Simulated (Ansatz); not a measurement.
Relaxation of BF$_{3}$H$_{4}$O$_{2}$ (10 atoms, charge 0, multiplicity 1), to a largest force component of 0.03 eV/Å in at most 50 steps.

These are results of RKS PBE/def2-SVP (Ansatz 0.2.0), not measurements.

```xyz
10
Properties=species:S:1:pos:R:3
B -0.821 0.430 -1.029
O -0.324 -0.910 -1.042
F 0.071 1.413 -0.961
F -2.112 0.697 -1.193
H -0.152 0.257 1.768
F -1.045 0.459 1.665
H 1.475 -0.918 0.335
O 1.884 -0.345 1.011
H -1.067 -1.541 -1.053
H 2.092 0.460 0.497
```

Task: Where does it end, and by what steps?

Result: It converged. The force dipped under the threshold on the way, but the program's further checks kept it going. After 30 steps the energy has fallen by 0.986 eV; H7 moved furthest, 0.95 Å. Parted: H5–F6, H7–O8. Joined: B1–F6, O2–H7, H5–O8.

```csv
step,energy less start (eV),largest force component (eV/Å),accepted
0,0.0000,2.011,yes
2,-0.3771,0.462,yes
4,-0.4974,0.800,yes
6,-0.5497,0.480,yes
8,-0.5757,0.196,yes
10,-0.6105,0.420,yes
12,-0.6643,0.810,yes
14,-0.8803,0.572,yes
16,-0.9716,0.295,yes
18,-0.9802,0.168,yes
20,-0.9829,0.087,yes
22,-0.9842,0.044,yes
24,-0.9850,0.031,yes
26,-0.9855,0.052,yes
28,-0.9858,0.031,yes
30,-0.9859,0.021,yes
```

```xyz
10
Properties=species:S:1:pos:R:3
B -0.889 0.598 -0.521
O -0.101 -0.801 -0.841
F -0.038 1.565 -0.980
F -2.093 0.475 -1.145
H 0.682 0.062 1.481
F -0.991 0.607 0.888
H 0.638 -0.837 -0.107
O 1.464 -0.423 1.117
H -0.715 -1.548 -0.698
H 2.043 0.302 0.806
```

Whether the end is a true minimum wasn't checked by a vibrational analysis.

Time of the run: 19 s on 2 threads of AMD EPYC 9R45 96-Core Processor (Zen 5), with other jobs on the host, peak memory 0.15 GiB.
